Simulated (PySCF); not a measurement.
## Electron correlation in Ar³⁺ (argon, charge +3)

[Ne] 3s2 3p3, high-spin 4S determinant. Computed with PySCF 2.14 in aug-cc-pV(T+d)Z (6s5p4d2f, 55 functions), with the non-relativistic Hamiltonian (point nucleus). Frozen: [Ne]; 5 electrons correlated.

```json
{"level": "CCSD", "correlation energy (mhartree)": "-124.46"}
{"level": "(T)", "correlation energy (mhartree)": "-3.23"}
{"level": "CCSD(T)", "correlation energy (mhartree)": "-127.69"}
```

Diagnostics: T1 = 0.0025, D1 = 0.0068, largest double amplitude 0.059.

Cost of the coupled-cluster step: roughly 1.6 core-seconds, for 5 correlated electrons.

Iterations:

```
CC2 = 0
CCSD nocc = (np.int64(4), np.int64(1)), nmo = (50, 50)
frozen orbitals [[0, 1, 2, 3, 4], [0, 1, 2, 3, 4]]
max_cycle = 100
direct = 0
conv_tol = 1e-08
conv_tol_normt = 1e-06
diis_space = 8
diis_start_cycle = 0
Init t2, MP2 energy = -0.102267653816493
Init E_corr(UCCSD) = -0.102267653818994
cycle = 1  E_corr(UCCSD) = -0.119475247401721  dE = -0.0172075936  norm(t1,t2) = 0.0367311
cycle = 2  E_corr(UCCSD) = -0.123077464938427  dE = -0.00360221754  norm(t1,t2) = 0.0103585
cycle = 3  E_corr(UCCSD) = -0.124481566117754  dE = -0.00140410118  norm(t1,t2) = 0.00356192
cycle = 4  E_corr(UCCSD) = -0.124459515277715  dE = 2.205084e-05  norm(t1,t2) = 0.000422162
cycle = 5  E_corr(UCCSD) = -0.124459089068846  dE = 4.26208869e-07  norm(t1,t2) = 2.61429e-05
cycle = 6  E_corr(UCCSD) = -0.124458788122782  dE = 3.00946065e-07  norm(t1,t2) = 2.01081e-06
cycle = 7  E_corr(UCCSD) = -0.12445886482477  dE = -7.67019881e-08  norm(t1,t2) = 2.93129e-07
cycle = 8  E_corr(UCCSD) = -0.124458854645717  dE = 1.01790525e-08  norm(t1,t2) = 5.43857e-08
cycle = 9  E_corr(UCCSD) = -0.124458852068351  dE = 2.57736643e-09  norm(t1,t2) = 2.6071e-08
UCCSD converged
E(UCCSD) = -523.9855511746991  E_corr = -0.1244588520683508
UCCSD(T) correction = -0.00322622007625208
```
